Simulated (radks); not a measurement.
Spherical quantum dot in the effective-mass picture: electrons in a hard-walled sphere of radius 4.88, with a point charge +1 (a donor) at the centre, all in effective atomic units (hartree* = m*/eps^2 hartree, bohr* = eps/m* bohr), one dielectric constant everywhere. Calculated with a radial shooting solver with Libxc functionals: non-relativistic Kohn-Sham, PBEsol, spin-polarised, spherical densities. Levels are named by radial order and angular momentum (1s, 1p, 1d, 2s, ...), and open shells are averaged over m. Results are scaled to m* = 0.035 and eps = 14.2, for which hartree* = 4.723 meV and bohr* = 21.47 nm. Each electron was tried in the lowest free levels, single moves between levels near the top were tried too, and the lowest total energy was kept; such a search can miss a lower state. At N = 1 the Hartree and exchange-correlation terms need not cancel, so that row can carry a self-interaction error.

| N | open shells | 2S | E (meV) | mu = E(N) - E(N-1) (meV) | addition energy mu(N+1) - mu(N) (meV) | e(HOMO) (meV) | rms radius (nm) |
|---|---|---|---|---|---|---|---|
| 1 | 1s(up 1, down 0) | 1 | -2.27956 | -2.2796 | 2.504 | -1.2043 | 35.64 |
| 2 | none | 0 | -2.05502 | 0.22454 | 2.907 | 0.98577 | 43.78 |
| 3 | 1p(up 1, down 0) | 1 | 1.07612 | 3.1311 | 1.176 | 3.7015 | 53.34 |
| 4 | 1p(up 2, down 0) | 2 | 5.38278 | 4.3067 | 1.227 | 4.9177 | 58.01 |
| 5 | 1p(up 3, down 0) | 3 | 10.9168 | 5.5340 | 1.587 | 6.1510 | 61.01 |
| 6 | 1p(up 3, down 1) | 2 | 18.0379 | 7.1212 | 1.138 | 7.6785 | 63.29 |
| 7 | 1p(up 3, down 2) | 1 | 26.2975 | 8.2596 | 1.180 | 8.8463 | 65.02 |
| 8 | none | 0 | 35.7368 | 9.4393 | 2.244 | 10.034 | 66.42 |
| 9 | 1d(up 1, down 0) | 1 | 47.4206 | 11.684 | 1.149 | 12.256 | 67.88 |
| 10 | 1d(up 2, down 0) | 2 | 60.2530 | 12.832 | 1.156 | 13.409 | 69.08 |
| 11 | 1d(up 3, down 0) | 3 | 74.2411 | 13.988 | 1.159 | 14.567 | 70.09 |
| 12 | 1d(up 4, down 0) | 4 | 89.3879 | 15.147 | 1.160 | 15.727 | 70.96 |
| 13 | 1d(up 5, down 0) | 5 | 105.695 | 16.307 | 1.472 | 16.887 | 71.72 |
| 14 | 1d(up 5, down 1) | 4 | 123.474 | 17.779 | 1.126 | 18.341 | 72.42 |
| 15 | 1d(up 5, down 2) | 3 | 142.380 | 18.906 | 1.134 | 19.472 | 73.04 |
| 16 | 1d(up 5, down 3) | 2 | 162.420 | 20.040 | 1.138 | 20.608 | 73.60 |
| 17 | 1d(up 5, down 4) | 1 | 183.598 | 21.178 | 1.140 | 21.748 | 74.11 |
| 18 | none | 0 | 205.917 | 22.319 | 1.573 | 22.889 | 74.57 |
| 19 | 2s(up 1, down 0) | 1 | 229.808 | 23.892 | 1.980 | 24.741 | 74.37 |
| 20 | 2s(up 1, down 0) 1f(up 1, down 0) | 2 | 255.680 | 25.872 | 1.123 | 26.433 | 74.84 |
| 21 | 2s(up 1, down 0) 1f(up 2, down 0) | 3 | 282.675 | 26.995 | 1.124 | 27.557 | 75.28 |
| 22 | 2s(up 1, down 0) 1f(up 3, down 0) | 4 | 310.794 | 28.119 | 1.125 | 28.682 | 75.68 |
| 23 | 2s(up 1, down 0) 1f(up 4, down 0) | 5 | 340.039 | 29.245 | 1.125 | 29.807 | 76.06 |
| 24 | 2s(up 1, down 0) 1f(up 5, down 0) | 6 | 370.409 | 30.370 | 1.126 | 30.933 | 76.41 |
| 25 | 2s(up 1, down 0) 1f(up 6, down 0) | 7 | 401.904 | 31.495 | 1.125 | 32.058 | 76.74 |
| 26 | 2s(up 1, down 0) 1f(up 7, down 0) | 8 | 434.525 | 32.621 | 1.415 | 33.183 | 77.05 |
| 27 | 2s(up 1, down 0) 1f(up 7, down 1) | 7 | 468.561 | 34.036 | 1.110 | 34.590 | 77.34 |
| 28 | 2s(up 1, down 0) 1f(up 7, down 2) | 6 | 503.707 | 35.146 | 1.111 | 35.701 | 77.62 |
| 29 | 2s(up 1, down 0) 1f(up 7, down 3) | 5 | 539.963 | 36.257 | 1.112 | 36.813 | 77.89 |
| 30 | 2s(up 1, down 0) 1f(up 7, down 4) | 4 | 577.333 | 37.369 | 1.113 | 37.926 | 78.14 |
| 31 | 2s(up 1, down 0) 1f(up 7, down 5) | 3 | 615.815 | 38.482 | 1.114 | 39.039 | 78.38 |
| 32 | 2s(up 1, down 0) 1f(up 7, down 6) | 2 | 655.411 | 39.596 | 1.114 | 40.200 | 78.60 |
| 33 | 2s(up 1, down 0) | 1 | 696.121 | 40.710 | 2.104 | 41.383 | 78.82 |
| 34 | none | 0 | 738.935 | 42.814 | 1.595 | 43.617 | 78.49 |
| 35 | 1g(up 1, down 0) | 1 | 783.344 | 44.409 | 1.103 | 44.960 | 78.72 |
| 36 | 1g(up 2, down 0) | 2 | 828.856 | 45.512 | 1.103 | 46.063 | 78.95 |
| 37 | 1g(up 3, down 0) | 3 | 875.471 | 46.615 | 1.103 | 47.166 | 79.16 |
| 38 | 1g(up 4, down 0) | 4 | 923.189 | 47.718 | - | 48.291 | 79.37 |

All shells are closed at N = 2, 8, 18, 34 (there: 1s2 1p6 1d10 2s2 1f14); the second difference of the energy has clear peaks (12 % above both neighbours; the first and last values, which can be the largest, are not judged, and half-filled shells can peak too) at N = 2, 5, 8, 13, 19, 26, 33.
